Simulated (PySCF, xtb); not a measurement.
H₅N₂NbOS, SMILES [NH2][Nb]([NH2])([OH])=[S], multiplicity 1.

GFN2-xTB in xtb 6.7.1 at its own geometry gives an orbital gap of 2.23 eV and a dipole moment of 6.24 D.

Coordinates come from a B3LYP-D3(BJ)/def2-SVP optimisation. The spin state was assumed, not searched. The structure was generated by enumeration; whether it is a known compound was not checked. The def2 effective core potentials stand for the cores of Nb; spin–orbit coupling is left out. One conformer was computed; it need not be the lowest.

Question: What does PBE0/def2-TZVP run with PySCF give? (Estimate from the structure and the level; the computed values follow.)

Answer: gap 5.84 eV (levels -7.37 and -1.53 eV), dipole 3.02 D.
